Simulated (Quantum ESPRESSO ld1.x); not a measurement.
Values are calculated unless marked as measured or tabulated.
All-electron atom: Rb+ in [Kr]. Level of theory: Dirac Kohn-Sham, relativistic LDA (MacDonald-Vosko exchange, VWN5 correlation), spin-unpolarised, spherical densities, point nucleus (ld1.x of Quantum ESPRESSO 7.5).

Normalised radial functions P(r) = r R(r) (large component), r in bohr:

```
   r/bohr * 4p3/2 (the largest magnitude, 0.834, reaches the edge; | marks zero)
 0.001766                             *
 0.002635                             *
 0.003931                             *
 0.005817                             *
 0.008678                             *
  0.01295                             |*
  0.01931                             | *
  0.02881                             |  *
  0.04264                             |    *
  0.06361                             |      *
   0.0949                             |       *
   0.1416                             |    *
   0.2095                          *  |
   0.3126                 *           |
   0.4663                  *          |
   0.6956                             |   *
     1.03                             |                    *
    1.536                             |                          *
    2.291                             |                 *
    3.418                             |      *
    5.059                             |*
```

4p3/2: eigenvalue -21.496 eV, 2 radial nodes at r = 0.189, 0.646 bohr, <r> = 1.73 bohr, 90 % of the charge inside 2.62 bohr.
